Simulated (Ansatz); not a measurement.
The same path of CH$_{4}$AlFTe (8 atoms, charge 0, multiplicity 1) was run twice with different band settings. The coordinate that changes most is the dihedral H5–C1–Te2–Al3.

Computed with Ansatz 0.2.0, RKS PBE-D4/def2-SVP.

Relaxed end points:

```xyz
8
Properties=species:S:1:pos:R:3
C -0.851 1.268 0.036
Te 1.241 0.935 -0.550
Al 1.084 -1.532 -0.071
F 2.437 -2.499 -0.320
H -1.315 0.313 0.348
H -0.859 1.985 0.876
H -1.387 1.682 -0.836
H -0.257 -2.210 0.461
```

```xyz
8
Properties=species:S:1:pos:R:3
C -0.684 1.033 0.892
Te 1.438 0.656 0.459
Al 0.885 -1.254 -1.086
F 2.139 -2.080 -1.844
H -0.832 0.924 1.982
H -0.921 2.062 0.566
H -1.317 0.307 0.348
H -0.616 -1.706 -1.373
```

Common settings: movable images 7; climbing image yes; spring 5.0 eV/Å²; optimiser quadratic models (default); start path IDPP; force threshold 0.05 eV/Å; end points relaxed.

| run | iteration limit |
| --- | --- |
| 1 | 60 |
| 2 | 10 |

Problem. What does each run give, and how far can it be trusted?

Solution. Run 1: converged after 5 iterations, highest image 0.013 eV above the first end. A vibrational analysis at the climbing image gives one clearly imaginary mode, 59i cm⁻¹: a first-order saddle point.
Run 2: converged after 5 iterations, highest image 0.013 eV above the first end. Another band between the same ends (7 images) ends at a top of the same energy, where a vibrational analysis finds 1 clearly imaginary mode.
